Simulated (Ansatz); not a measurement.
The cluster Ti₄Si, relaxed as a singlet with RKS PBE-D4/def2-SVP in Ansatz, starting from the GFN1-xTB geometry. Force threshold 0.02 eV/Å.

The restricted singlet is unstable towards broken spin symmetry in Hartree–Fock (as tested in another run); at PBE-D4/def2-SVP this wasn't settled. Another isomer (quintet) lies 1.76 eV lower at PBE0-D4/def2-TZVP; other spin states weren't run for this one.

Start:

```xyz
5

Ti    1.874   -0.864    0.902
Ti   -0.798   -0.797    1.262
Ti    1.547    0.002   -1.639
Ti   -1.125    0.074   -1.264
Si   -1.497    1.584    0.739
```

```
step   energy (eV)  largest force component (eV/Å)  SCF passes
   1  -100287.8707                           2.055         171
   2  -100288.9057                           1.051          69
   3  -100289.3953                           0.753          64
   4  -100289.8192                           0.939          50
   5  -100290.2321                           1.020          51
   6  -100290.6972                           1.124          48
   7  -100291.1290                           0.663          45
   8  -100291.2388                           0.095          45
   9  -100291.2398                           0.017          37
  10  -100291.2400                           0.008          31
```

Force components are those of the run's own axes.

End:

Cartesian coordinates in Å:
```
Ti 1.4119 -0.3694 1.0020
Ti -0.8884 -1.0581 0.9964
Ti 1.0824 0.3084 -1.2786
Ti -1.2578 -0.2251 -1.2251
Si -0.3482 1.3443 0.5053
```

Bonds formed: Ti1–Si5, Ti3–Si5 (atoms count from 1). Metal–metal contacts that move far: Ti2–Ti3 3.82 to 3.31 Å.

The force fell under the threshold at step 9, but the optimiser went on. No frequencies were taken in this run, so the end may be a saddle point.

It took 32 s on 4 threads of Arm Neoverse V2 on a shared host.
